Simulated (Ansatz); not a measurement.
Species: chloro(difluoro)methane, CHClF2, charge 0, multiplicity 1. SMILES: FC(F)Cl
Coordinates optimised at B3LYP-D3(BJ)/def2-TZVP (Ansatz, a quantum-chemistry and plane-wave program):
```
C
F 1 1.3432
F 1 1.3432 2 108.21
H 1 1.0879 2 110.03 3 120.24
Cl 1 1.7787 4 109.10 3 120.43
```

Property: atomisation energy (electronic, to ground-state atoms), in eV. Valence correlation only, unless marked. UHF or UKS for open shells. No spin-orbit coupling. Non-relativistic unless marked X2C. The coupled-cluster limit lacks core correlation, which all-electron functionals hold. CBS marks a two-point X^-3 extrapolation of the correlation energy; Hartree-Fock from the larger set. The bracket is a focal-point correction in the basis named.

```tsv
level	program	atomisation energy (eV)
BLYP-D3(BJ)/def2-TZVPD	Ansatz + dftd3	18.14
```

Problem. What does RI-MP2/CBS(aug-cc-pV(T+d)Z,aug-cc-pV(Q+d)Z)+[CCSD(T)-MP2]/aug-cc-pV(T+d)Z (Ansatz) give?

Solution. 18.12 eV
